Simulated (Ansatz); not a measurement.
System: N-dimethylboranylmethanamine, C₃H₁₀BN, net charge 0, singlet state. 
Coordinates optimised at B3LYP-D3(BJ)/def2-TZVP (Ansatz, an electronic-structure program):
```xyz
15

C      1.6089    -1.1548     0.5939
N      0.9805    -0.0611    -0.1237
B     -0.3732     0.2964    -0.1719
C     -0.7904     1.5639    -1.0203
C     -1.4710    -0.5258     0.6212
H      2.3315    -0.7888     1.3293
H      2.1331    -1.8334    -0.0854
H      0.8543    -1.7287     1.1266
H      1.6365     0.5092    -0.6359
H     -1.3487     2.2761    -0.4037
H      0.0481     2.1013    -1.4718
H     -1.4723     1.2752    -1.8273
H     -1.3024    -1.6054     0.6248
H     -2.4740    -0.3484     0.2282
H     -1.4885    -0.2108     1.6713
```

Dipole moments at this geometry, in debye (magnitudes).

```tsv
level	program	dipole (D)
PBE/def2-TZVPD	Ansatz	1.40
r2SCAN/def2-TZVPD	Ansatz	1.34
PBE0/def2-TZVPD	Ansatz	1.33
BHLYP/def2-TZVPD	Ansatz	1.28
HSE06/def2-TZVPD	Ansatz	1.33
CAM-B3LYP/def2-TZVPD	Ansatz	1.33
LC-wPBE/def2-TZVPD	Ansatz	1.31
wB97X-V/def2-TZVPD	Ansatz	1.31
CCSD(T)/aug-cc-pVDZ	Ansatz	1.47
```
